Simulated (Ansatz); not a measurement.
Basis-set series for CH3ClF2MoO2, SMILES `C[O][Mo](=[O])([F])([F])[Cl]`. The species carries charge 0 and has multiplicity 1. Mo takes the def2 core potential. All single points use the PBE0-D4/def2-TZVP geometry. It is one conformer, not always the lowest.

```json
{"functional": "PBE0-D4", "basis": "def2-SVP", "functions": "134", "energy (Eh)": "-917.63675", "HOMO (eV)": "-9.23", "LUMO (eV)": "-4.20"}
{"functional": "PBE0-D4", "basis": "def2-TZVPP", "functions": "295", "energy (Eh)": "-918.29554", "HOMO (eV)": "-9.24", "LUMO (eV)": "-4.12"}
{"functional": "ωB97M-V", "basis": "def2-SVP", "functions": "134", "energy (Eh)": "-917.94584", "HOMO (eV)": "-11.47", "LUMO (eV)": "-2.08"}
{"functional": "ωB97M-V", "basis": "def2-TZVPP", "functions": "295", "energy (Eh)": "-918.61470", "HOMO (eV)": "-11.51", "LUMO (eV)": "-2.01"}
```

(1) Give the rows for def2-QZVPP. (Estimate.)

Answers

(1) Ansatz gave: 
```tsv
functional	basis	functions	energy (Eh)	HOMO (eV)	LUMO (eV)
PBE0-D4	def2-QZVPP	526	-918.33479	-9.25	-4.11
ωB97M-V	def2-QZVPP	526	-918.65256	-11.52	-2.00
```
